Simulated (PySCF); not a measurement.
diethyl sulfide (C₄H₁₀S), singlet, at a GFN2-xTB geometry. Base run: M062X/3-21G (PySCF).

Input for PySCF:
```python
from pyscf import gto, scf, dft

mol = gto.Mole()
mol.atom = '''
    C     2.560674   -0.007758   -0.238388
    C     1.106354    0.249564   -0.581266
    S     0.038049   -0.224781    0.829016
    C    -1.553893    0.475589    0.276743
    C    -2.192962   -0.315920   -0.848776
    H     2.850209    0.567661    0.637580
    H     3.196552    0.277998   -1.074003
    H     2.716776   -1.061996   -0.022780
    H     0.930353    1.308383   -0.777189
    H     0.803100   -0.338536   -1.448012
    H    -1.375110    1.512437   -0.011201
    H    -2.182656    0.457998    1.166380
    H    -2.314895   -1.355578   -0.554183
    H    -1.582153   -0.278953   -1.748084
    H    -3.171995    0.098226   -1.082633
'''
mol.basis = '3-21g'
mol.charge = 0
mol.spin = 0
mol.verbose = 4
mol.build()

mf = dft.RKS(mol)
mf.xc = 'm062x'
mf.kernel()
```

Variants of this job, named by their change:

```json
[
 {"change": "base", "ΔE vs base (µEh)": "0.0", "SCF cycles": "9", "outcome": "converged"},
 {"change": "level_shift = 0.5 (with mf.max_cycle = 100)", "ΔE vs base (µEh)": "0.0", "SCF cycles": "15", "outcome": "converged"},
 {"change": "diis = off (with mf.max_cycle = 100)", "ΔE vs base (µEh)": "-", "SCF cycles": "100", "outcome": "not converged"},
 {"change": "solver = newton", "ΔE vs base (µEh)": "0.0", "SCF cycles": "-", "outcome": "converged"},
 {"change": "conv_tol_grad = 1e-7", "ΔE vs base (µEh)": "0.0", "SCF cycles": "13", "outcome": "converged"},
 {"change": "conv_tol = 1e-6", "ΔE vs base (µEh)": "0.1", "SCF cycles": "6", "outcome": "converged"},
 {"change": "init_guess = sap", "ΔE vs base (µEh)": "0.0", "SCF cycles": "11", "outcome": "converged"},
 {"change": "diis_space = 20", "ΔE vs base (µEh)": "0.0", "SCF cycles": "9", "outcome": "converged"},
 {"change": "conv_tol = 1e-11", "ΔE vs base (µEh)": "0.0", "SCF cycles": "11", "outcome": "converged"},
 {"change": "solver = newton; init_guess = 1e", "ΔE vs base (µEh)": "0.0", "SCF cycles": "-", "outcome": "converged"},
 {"change": "diis = off; damp = 0.3 (with mf.diis_start_cycle = 200; with mf.max_cycle = 150)", "ΔE vs base (µEh)": "0.0", "SCF cycles": "12", "outcome": "converged"},
 {"change": "init_guess = atom", "ΔE vs base (µEh)": "0.0", "SCF cycles": "9", "outcome": "converged"},
 {"change": "init_guess = mod_huckel", "ΔE vs base (µEh)": "0.0", "SCF cycles": "10", "outcome": "converged"}
]
```
